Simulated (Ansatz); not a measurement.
CH3Li (SMILES [Li][CH3]), charge 0, multiplicity 1, relaxed at each level with Ansatz (a program for electronic structure); harmonic frequencies from differences of analytic forces, average atomic masses, frozen cores.

```
level                             harmonic frequencies (cm⁻¹)  ZPE (eV)  cost over HF/def2-TZVPP (rough)
------------------  -----------------------------------------  --------  -------------------------------
HF/def2-TZVPP       458 458 647 1198 1557 1557 3072 3121 3121     0.942                               ×1
PBE/def2-TZVPP      432 432 622 1044 1397 1397 2913 2984 2984     0.881                               ×2
r2SCAN/def2-TZVPP   417 417 637 1089 1441 1441 2961 3028 3028     0.896                               ×1
PBE0/def2-TZVPP     436 436 644 1090 1439 1439 2985 3056 3056     0.904                               ×1
wB97X-V/def2-TZVPP  438 439 648 1120 1455 1455 2992 3056 3056     0.909                               ×3
CCSD(T)/cc-pVTZ     429 429 631 1103 1453 1453 2962 3028 3028     0.900                              ×10
```

Measured: fundamentals as far as tabulated 2780, 1158, 530, 2820, 1387, 409 cm⁻¹ [NIST CCCBDB]. Measured modes stand in the spectroscopists' order.
